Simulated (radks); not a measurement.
Values are calculated unless marked as measured or tabulated.
Q: Nd33+, configuration [Ar] 3d9. Code: a radial shooting solver on a logarithmic mesh with Libxc functionals. Model: Dirac Kohn-Sham, PBEsol, spin-unpolarised, spherical densities, finite nucleus; open shells are shared between the two j in proportion to 2j + 1; Fermi nuclear charge, rms radius 4.9123 fm.

Spin-orbit splittings of the eigenvalues, e(l+1/2) - e(l-1/2), with zeta = 2 splitting/(2l+1) and mean radii in bohr:

shell  occ.  splitting (eV)  zeta (eV)  <r> j=l-1/2  <r> j=l+1/2
2p        6           523.0      348.7      0.08396      0.09032
3p        6           111.0      74.00       0.2483       0.2596
3d        9           24.71      9.882       0.2294       0.2329
4p        0           36.25      24.16       0.5181       0.5340
4d        0               ?          ?       0.5224       0.5269

Estimate the 4d splitting.

A: 8.031 eV (zeta = 3.212 eV).
